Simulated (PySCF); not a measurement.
A structure optimised at B3LYP-D3(BJ)/def2-SVP, used in a PySCF frequency run:

```xyz
7

Hf     0.0154     0.0609    -0.1072
Cl    -0.1889     1.4463     1.7978
Cl     1.9643    -1.2540     0.0662
Cl    -1.9846    -1.1409    -0.4431
N      0.2566     1.2240    -1.7230
H      1.1494     1.5681    -2.0784
H     -0.4956     1.6067    -2.2971
```

### Question
Write its SMILES and formula.

### Answer
[NH2][Hf]([Cl])([Cl])[Cl], Cl3H2HfN

### Question
What are its rotational constants (standard atomic weights)?

### Answer
1.3465, 1.2687, 0.93205 GHz
